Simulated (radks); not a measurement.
Values are calculated unless marked as measured or tabulated.
Valence configurations of Se+ (all share [Ar]). Level of theory: scalar-relativistic Kohn-Sham, r2SCAN, spin-polarised, spherical densities, finite nucleus; open shells are filled with parallel spins first; meta-GGA in the generalised Kohn-Sham scheme; Fermi nuclear charge, rms radius 4.14 fm (a radial shooting solver on a logarithmic mesh with Libxc functionals). Order these by energy: 3d10 4s0.5 4p4.5; 3d9.5 4s0.5 4p5; 3d9.5 4s2 4p3.5; 3d10 4s1 4p4; 3d9.5 4p5.5; 3d8 4s2 4p5; 3d10 4p5; 3d9 4s2 4p4; 3d10 4s1.5 4p3.5; 3d10 4s2 4p3.

Answer. From the lowest, in eV above it: 3d10 4s2 4p3 0.000; 3d10 4s1.5 4p3.5 5.916; 3d10 4s1 4p4 11.652; 3d10 4s0.5 4p4.5 19.381; 3d10 4p5 26.420; 3d9.5 4s2 4p3.5 26.558; 3d9.5 4s0.5 4p5 46.288; 3d9.5 4p5.5 53.263; 3d9 4s2 4p4 55.150; 3d8 4s2 4p5 118.84. NIST lists [Ar] 3d10 4s2 4p3 as the ground configuration; this level of theory agrees among the configurations tried. The energies are those of spherical high-spin densities, not of single terms.
